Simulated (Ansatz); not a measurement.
# A basis-limit estimate, worked out

An elementary step of Si2NH8OF3, closed shell (Si₂H₃F₃ ([F][Si]([F])([F])[SiH3]) + H₂O + NH₃ → SiNH₂F₃ ([NH2][Si]([F])([F])[F]) + SiH₄ + H₂O; bonds formed: Si2–H8, H6–O9; dative contacts that become bonds: Si1–N7; bonds broken: Si1–Si2, H6–N7, H8–O9). “Start” is the structure reached by relaxing down from the saddle towards the reactants; PBE0-D4/def2-TZVP structures. The saddle:

```xyz
15
angstrom
Si -0.8982 0.8230 -0.7337
Si 0.9585 -1.4609 -0.8385
F -0.3524 0.7276 -2.2138
F -1.9902 -0.2228 -0.2387
F -1.8528 2.1045 -0.8840
H -0.0619 0.4962 1.5496
N 0.1062 1.4843 0.5740
H 0.1676 -0.9409 0.9280
O -0.0593 -0.5563 1.9545
H 1.5109 -2.6220 -0.0573
H 0.2789 -2.0835 -2.0117
H 2.1820 -0.7730 -1.3667
H 1.1001 1.4128 0.3814
H -0.1286 2.4480 0.7964
H -0.9608 -0.8369 2.1605
```

Ansatz 0.2.0; basis: def2-TZVPP and def2-QZVPP; cores frozen in the correlated methods.

Energies in eV:

| quantity | saddle | start |
| --- | --- | --- |
| Hartree–Fock, triple zeta (X = 3) | -27496.76455 | -27499.50938 |
| Hartree–Fock, quadruple zeta (X = 4) | -27497.83595 | -27500.57075 |
| MP2 correlation, X = 3 | -41.54361 | -40.79826 |
| MP2 correlation, X = 4 | -45.10934 | -44.38244 |
| CCSD(T) correlation, X = 3 | -43.94571 | -43.26921 |

(1) Work out the barrier at the basis limit: extrapolate Hartree–Fock as E(X) = E∞ + A exp(−7.88 √X) and the MP2 correlation as E(X) = E∞ + B X^−2.97 (the exponents that Neese and Valeev fitted for def2-TZVPP and QZVPP), then add CCSD(T) − MP2 in triple zeta.

T1 diagnostic: at most 0.013.

Results:

(1) Each step is linear, so take the differences first (saddle − start): Hartree–Fock 2.74483 (X = 3) and 2.73480 (X = 4); MP2 correlation -0.74535 and -0.72690; CCSD(T) correlation -0.67650.
Two points give E∞ = E(4) + w [E(4) − E(3)], with w = 1/(exp(7.88 (2 − √3)) − 1) = 0.1377 for Hartree–Fock and w = 1/((4/3)^2.97 − 1) = 0.7407 for the correlation.
Hartree–Fock: 2.73480 + 0.1377 × (-0.01003) = 2.7334 eV.
MP2 correlation: -0.72690 + 0.7407 × 0.01845 = -0.7132 eV.
CCSD(T) − MP2: -0.67650 − (-0.74535) = 0.0688 eV.
Sum: 2.7334 + (-0.7132) + 0.0688 = 2.0890 eV, or 48.17 kcal/mol. Plain CCSD(T) in triple zeta gives 2.0683 eV, so the larger basis shifts the result by 0.0207 eV.

Labels in which every atom is bracketed show which atoms are joined, not bond orders.

For scale, one of the runs: CCSD(T)/def2-TZVPP, 351 basis functions, launched by `ansatz run in.yaml --threads 4 --pin off --events-out ev --progress --plain --max-ram 66560MiB --backend cuda --devices 0, --max-vram 37GiB`. The run took 14 s on 4 CPU threads of an AMD EPYC 7R13 and a share of one NVIDIA H100 (shared host), with 0.86 GiB of host memory at its peak.
